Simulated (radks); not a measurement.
The bismuth anion Bi3-, [Rn], held by a Watson sphere: a shell of charge +3 at radius R that stands for the Madelung well of a crystal (potential energy -3/R inside, -3/r outside, in hartree with lengths in bohr). Calculated with a radial shooting solver on a logarithmic mesh with Libxc functionals: scalar-relativistic Kohn-Sham, PBE, spin-unpolarised, spherical densities, finite nucleus; Fermi nuclear charge, rms radius of each element as measured or else 0.836 A^(1/3) + 0.57 fm. Response by self-consistent Sternheimer equations with the Hartree and adiabatic LDA kernel, the relativistic mass of each level held fixed and spin-orbit coupling left out. The sphere does not respond.

R (bohr)	e(5d) (eV)	e(6s) (eV)	e(6p) (eV)	<r> 6p (bohr)	sum of <r^2> (bohr^2)	X-ray form factor at sin(theta)/lambda = 0.2 1/angstrom	alpha (bohr^3)
3.23	-25.790	-14.689	-5.918	3.127	111.7	69.923	79.69
3.72	-25.098	-13.646	-5.211	3.328	121.3	69.914	107.8
4.49	-24.444	-12.534	-4.252	3.634	137.3	69.977	171.7
4.88	-24.223	-12.149	-3.847	3.784	145.8	70.017	215.3
5.14	-24.102	-11.940	-3.605	3.881	151.7	70.041	249.3
6.05	-23.787	-11.422	-2.911	4.208	173.5	70.100	407.2
